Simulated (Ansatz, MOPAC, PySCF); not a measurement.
Molecule: NO2, charge 0, multiplicity 2. SMILES: O=[N+][O-]
Geometry: optimised at B3LYP-D3(BJ)/def2-TZVP (Ansatz, a quantum-chemistry and plane-wave program).

Quantity: enthalpy of formation at 298 K, in kcal/mol. Conventions: no spin-orbit coupling; 6-31G* and kin with 6d, 5d where marked; LANL2DZ all-electron up to Ne; frozen cores in correlated levels; UHF or UKS for open shells; dispersion terms only where a functional's name holds one; non-relativistic. First-principles rows: single points at B3LYP-D3(BJ) geometries (Ansatz), with unscaled harmonic terms from B3LYP/6-31G* (Ansatz) at its own minima, enthalpies of formation by atomisation with measured atoms. Semi-empirical rows: MOPAC heats of formation at their own minima for 298 K. A UHF reference is markedly spin-contaminated in at least one set, which strains HF and MP2.

Measured values: Active Thermochemical Tables 1.112 (ions: stationary electron), as tabulated in the package chemicals; they hold spin-orbit and core effects, anharmonicity. 

Value to compare with, the measured value: 8.1 kcal/mol.

```tsv
level	program	enthalpy of formation at 298 K (kcal/mol)	error
PM3	MOPAC	-1.9	-10.0
HF/STO-3G	Ansatz	262.3	254.2
SVWN5/6-31G*	Ansatz	-86.1	-94.2
PBE/STO-3G	Ansatz	12.2	4.1
PBE/LANL2DZ	Ansatz	25.5	17.4
B3LYP/6-31G*	Ansatz	5.7	-2.4
MP2/STO-3G	Ansatz	177.8	169.7
MP2/3-21G	Ansatz	119.2	111.1
B3PW91/6-31G* (5d)	PySCF	4.2	-3.9
B3LYP/def2-TZVPD	Ansatz	2.8	-5.3
wB97X-V/def2-TZVPD	Ansatz	2.0	-6.1
```

Among the 9 habitual levels, HF/STO-3G lies farthest from the measured value (254.2 kcal/mol) and B3LYP/6-31G* nearest (-2.4); 5 of 9 lie above it, and their mean absolute error is 74.1 kcal/mol, the median 17.4. One case shows no general order.

The levels are drawn from those run, B3LYP/6-31G* more often than the rest, none by its result; left out are runs that failed, that the program found above a lower state of the same kind, or whose <S^2> lies over 0.5 above the pure value.
